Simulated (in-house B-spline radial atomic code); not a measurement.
How numerical settings move a run on I⁺, [Kr] 4d10 5s2 5p4. Computed with an all-electron radial atomic-structure program (B-spline basis): scalar-relativistic (X2C) LDA PW92, spin-polarised, spherical fractional occupations, Fermi nucleus of rms radius 4.75 fm.

Command:
```bash
python run_scf.py task.json out
```
Settings of the sound reference run:
```
Z                53
electrons        52
configuration    [Kr] 4d10 5s2 5p4
hamiltonian      x2c
method           lda,pw
spin_polarised   True
nucleus          fermi
rms_radius       4.75
mass_number      127
atomic_mass      126.9045
speed_of_light   137.036
knot_spacing     0.22
spline_order     8
gauss_points     12
box_radius       35.29
max_iterations   70
damping          0.5
damped_steps     3
diis_vectors     10
tolerance        1e-08
start            Thomas-Fermi
```

Run time, properties included: 0.21 s on 1 thread of Intel(R) Xeon(R) 6975P-C (shared host).

It converges in 10 iterations to -7108.766582 hartree, with 5p down at -14.848 eV. The other runs change the listed settings, some to values that make no sense; their results aren't properties of the atom or ion. Radii are in bohr (the nuclear one in fm), a minus after a letter asks for a j subshell, and «unchanged» means within 1e-8 hartree. The run stops when the residual is below 10 × tolerance × max(1, Z/10), or a noise floor if that is larger, and the energy moves by less than 1e-8 × √|E| hartree; so very loose and very tight tolerances often act alike.

```tsv
changed settings	outcome
gauss_points = 4, max_iterations = 75, damping = 0.95, diis_vectors = 0	not converged after 75 iterations, last residual 3.8e-04, last energy +6.53e-06 hartree from the reference
spline_order = 4, first_knot = 0.00189, max_iterations = 100, damped_steps = 1, diis_vectors = 2	converged in 10 iterations, energy +1.50e-04 hartree from the reference, 5p down level -2.5e-05 eV
electrons = 53, configuration = [Kr] 4d10 5s2 5p4 6p-1, max_iterations = 100	stopped with error: j subshells need the Dirac Hamiltonian and l > 0
tolerance = 1e-13	converged in 10 iterations, energy unchanged
spline_order = 10, gauss_points = 3, max_iterations = 50, damping = 0.8	not converged after 50 iterations, last residual 2.9e+03, last energy +5.48e+05 hartree from the reference
gauss_points = 16	converged in 10 iterations, energy -1.09e-07 hartree from the reference
gauss_points = 6	converged in 10 iterations, energy +2.80e-08 hartree from the reference, 5p down level +2.8e-07 eV
tolerance = 1e-06	converged in 8 iterations, energy unchanged, 5p down level +3.1e-04 eV
gauss_points = 8	converged in 10 iterations, energy -1.48e-08 hartree from the reference
electrons = 60, configuration = [Kr] 4d10 5s2 5p4 7s2 7p6, max_iterations = 75	not converged after 75 iterations, last residual 4.6e-03
```

(1) What happens with start = bare nucleus?

(2) What happens with gauss_points = 5?

(3) What happens with gauss_points = 4?

(4) What happens with gauss_points = 3?

## Answers

(1) Converged in 11 iterations, energy unchanged, 5p down level -1.4e-06 eV.

(2) Converged in 10 iterations, energy -1.93e-08 hartree from the reference, 5p down level +4.5e-07 eV.

(3) Converged in 10 iterations, energy +1.25e-06 hartree from the reference, 5p down level +3.6e-07 eV.

(4) Not converged after 70 iterations, last residual 8.3e+00, last energy +2.75e+02 hartree from the reference.
